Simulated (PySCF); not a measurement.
OY (SMILES [O]=[Y]), doublet, at a GFN2-xTB geometry (such geometries of metal compounds can be far from the true shape) (core potentials on Y). Base run: DF-CAMB3LYP/def2-TZVP (PySCF).

Here is a job for PySCF.
```python
from pyscf import gto, scf, dft

mol = gto.Mole()
mol.atom = '''
    Y    -0.00000000   -0.00000000   -0.32092405
    O     0.00000000    0.00000000    1.56450476
'''
mol.basis = 'def2-tzvp'
mol.ecp = {'Y': 'def2-tzvp'}
mol.spin = 1
mol.verbose = 4
mol.build()

mf = dft.UKS(mol)
mf.xc = 'camb3lyp'
mf = mf.density_fit(auxbasis='def2-universal-jkfit')
mf.kernel()
mf.analyze()
```

The base run was repeated with changes; each row names its change, and settings that it needs were set with it.

```tsv
change	basis functions	E (Eh)	HOMO (eV)	dipole (D)
base	71	-113.51189	-5.71	5.72
basis = LANL2DZ	31	-113.09612	-5.69	5.37
basis = def2-SV(P)	38	-113.39828	-5.63	5.68
basis = def2-SVP	45	-113.40705	-5.63	5.58
basis = def2-SVPD	57	-113.41643	-5.74	5.87
basis = def2-TZVPD	80	-113.51291	-5.73	5.82
basis = def2-TZVPP	87	-113.51394	-5.72	5.75
basis = def2-QZVP	129	-113.52023	-5.73	5.78
basis = def2-QZVPP	138	-113.52035	-5.73	5.79
```

Totals compare only among sets that treat the same electrons; sets with core potentials leave the core out.

Open shells are given as the SCF converged; they aren't shown to be the lowest states, and a large step between rows can be another state.
